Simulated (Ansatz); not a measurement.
One change: `C[SiH2]C(F)F` becomes `C[SiH2]C(F)Br`.

Ansatz, PBE0-D4/def2-TZVP geometries, multiplicity 1. Each molecule was computed in one conformer, which needn't be the lowest.

Scalar relativity is left out up to krypton. Spin–orbit coupling is left out; it splits and shifts lone-pair levels of the heavy atoms by tenths of an eV.

```csv
property,`C[SiH2]C(F)F`
HOMO energy (PBE0/def2-TZVPP) / eV,-8.46
LUMO energy (ωB97M-V/def2-TZVPP) / eV,2.01
HOMO energy (ωB97M-V/def2-TZVPP) / eV,-10.78
HOMO–LUMO gap (ωB97M-V/def2-TZVPP) / eV,12.79
LUMO energy (PBE0/def2-TZVPP) / eV,0.48
LUMO energy (B3LYP/def2-TZVPP) / eV,0.21
```

Task: Give the same properties after the change, and the shifts. (Estimate.)

Result: The calculation gave: 
```
                               property  `C[SiH2]C(F)Br`  shift
     HOMO energy (PBE0/def2-TZVPP) / eV            -7.92   0.54
  LUMO energy (ωB97M-V/def2-TZVPP) / eV             1.50  -0.51
  HOMO energy (ωB97M-V/def2-TZVPP) / eV           -10.16   0.62
HOMO–LUMO gap (ωB97M-V/def2-TZVPP) / eV            11.66  -1.13
     LUMO energy (PBE0/def2-TZVPP) / eV            -0.44  -0.92
    LUMO energy (B3LYP/def2-TZVPP) / eV            -0.70  -0.91
```

With PBE0 the HOMO rises by 0.54 eV and the LUMO falls by 0.92 eV, so the gap narrows by about 1.46 eV. PBE moves the HOMO by 0.28 eV and ωB97M-V by 0.62 eV.

B3LYP here is the variant with VWN-RPA as its local correlation; programs differ in this.
